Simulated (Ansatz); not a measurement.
Reaction (ligand exchange at the Si–N bond): `C[SiH](Cl)N=C=O` + CH₃OH → `CO[SiH](C)Cl` + `N=C=O`

Computed with Ansatz on PBE0-D4/def2-TZVP structures; ΔE is electronic, products minus reactants. CCSD(T)/CBS is the MP2 limit (def2-TZVPP, def2-QZVPP) plus CCSD(T) − MP2 in def2-TZVPP, frozen cores. This one scheme is used for every species. DFT in def2-TZVPP. Each species was taken in one conformer, which may not be the lowest.

```
             level  ΔE (eV)
           BLYP-D4    -0.13
  CCSD(T)/def2-SVP    -0.05
SCS-MP2/def2-TZVPP    -0.07
     MP2/CBS(def2)    -0.06
```

**Question.** What does CCSD(T)/CBS give? (Best estimate.)

**Answer.** The calculation gave: -0.09 eV. The listed levels differ from it by -0.04, 0.04, 0.02, 0.03 eV.

Largest T1 diagnostic among the species: 0.018.

From PBE to PBE0 (25 % exact exchange), in def2-TZVPP and without D4, ΔE moves by +0.03 eV. In def2-TZVPP, CCSD(T) changes the Hartree–Fock value by −0.07 eV (the triples alone add −0.01 eV) and MP2 by −0.05 eV. Leaving LDA and LC-ωPBE aside and taking each functional with its dispersion term where it has one, the values, not all of them listed here, spread over 0.08 eV, from BLYP-D4 to PBE-QIDH. LDA lies −0.06 eV from PBE without D4.
